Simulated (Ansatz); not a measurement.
Input file for Ansatz (an electronic-structure program): U-CCSD(T)/cc-pVTZ on OH (SMILES [OH]).

Ansatz 0.2 input:
```yaml
crystal:
  periodic: [false, false, false]
  atoms:
    - {symbol: O, position_ang: [0.00000000, 0.00000000, 0.48836012]}
    - {symbol: H, position_ang: [-0.00000000, -0.00000000, -0.48836012]}
basis:
  gaussian:
    orbitals: cc-pVTZ
magnetization: {spin_polarized: true, initial_magnetization: 1}
correlation: {method: ccsd_t, electrons: outside_noble_gas}
scf: {omitted_lower_state_checks: [cluster_reference]}
```

It printed:

```
WARN ansatz: RAYON_NUM_THREADS=1 ignored (pool sized by the plan → 1); use --threads N
Functional definition: HF
these checks for a lower state are left out or cut short: cluster_reference
integrals: 0.02 GiB planned
261 factors; integrals over basis functions are off by at most 8.8e-4 eV
mean field: 0.06 GiB planned
mean field evaluation 1: about -2051.7599 eV, gradient 1.2e1 eV
mean field evaluation 2: about -2051.7602 eV, gradient 1.2e1 eV
mean field evaluation 4: about -2052.2476 eV, gradient 1.3e0 eV
mean field evaluation 8: about -2052.2545 eV, gradient 6.0e-4 eV
mean field evaluation 16: about -2052.2545 eV, gradient 2.5e-5 eV
mean field -2052.25448761 eV, -75.4189613517 hartree, gradient 1.6e-6 eV, S^2 0.756142; 2 other end points of the search recorded, 0 dependent functions left out
1 core orbitals not correlated
reference -2052.25448761 eV, -75.4189613517 hartree; 4, 3 occupied and 39, 40 virtual orbitals, 261 factors
second order -5.43863025 eV of doubles, -0.00000000 eV of singles
coupled cluster: 0.09 GiB planned
cycle   1  -5.68670405 eV  change   -2.5e-1 eV  update   3.2e-2
cycle   2  -5.79919771 eV  change   -1.1e-1 eV  update   1.1e-2
cycle   3  -5.81251335 eV  change   -1.3e-2 eV  update   4.0e-3
cycle   4  -5.81200963 eV  change    5.0e-4 eV  update   1.5e-3
cycle   5  -5.81264257 eV  change   -6.3e-4 eV  update   6.4e-4
cycle   6  -5.81279742 eV  change   -1.5e-4 eV  update   2.2e-4
cycle   7  -5.81281763 eV  change   -2.0e-5 eV  update   7.2e-5
cycle   8  -5.81280073 eV  change    1.7e-5 eV  update   2.3e-5
cycle   9  -5.81280165 eV  change   -9.3e-7 eV  update   6.4e-6
perturbative correction -0.13924011 eV, -0.0051169798 hartree
Total energy: -2058.20652938 eV, -75.6376948522 hartree
Checks for a lower state left out: cluster_reference
```

The calculation finished and met its thresholds.

Cost: around 1.4 core-seconds (rough).
